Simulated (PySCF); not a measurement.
Species: C₄H₁₀BNO.
SMILES: `CB(C)NC(C)=O`

Torsions of this conformer, `[CH3:1][B:2]([CH3:3])[NH:4][C:5]([CH3:6])=[O:7]`: C1–B2–N4–C5 180°, B2–N4–C5–C6 180°.

The closed-shell ground state was solved at several levels (PySCF, density fitting, gas phase, non-relativistic). Geometry: PBE0-D3(BJ)/def2-SVP, one conformer, isolated molecule.

| level | basis functions | total energy (Eh) | HOMO (eV) | LUMO (eV) | gap (eV) | dipole (D) |
| --- | --- | --- | --- | --- | --- | --- |
| PBE0/pcSseg-1 | 169 | -312.9436 | -7.47 | -0.44 | 7.03 | 3.37 |
| B3LYP/def2-SVPD | 223 | -313.1508 | -7.28 | -0.79 | 6.49 | 3.39 |
| B3LYP/pcJ-1 | 289 | -313.3788 | -7.20 | -0.66 | 6.54 | 3.38 |

(1) What might HF/pcSseg-1 (169 basis functions) give for the same quantities?

(2) Over all these levels, which gives the widest orbital gap and which the narrowest?

(3) How far do the dipole and the HOMO energy spread over the levels?

## Answers

(1) Total energy -311.3230 Eh, HOMO -11.49 eV, LUMO 3.59 eV, gap 15.08 eV, dipole 3.78 D.

(2) HF/pcSseg-1 (Hartree–Fock, all exact exchange) has the widest, 15.08 eV, and B3LYP/def2-SVPD (global hybrid, 20 % exact exchange) the narrowest, 6.49 eV. Functional and basis both differ between the two, so the spread mixes both effects. The HOMO need not be the same orbital at Hartree–Fock and at DFT levels.

(3) The dipole runs from 3.37 to 3.78 D (mean 3.48 D) and the HOMO from -11.49 to -7.20 eV.
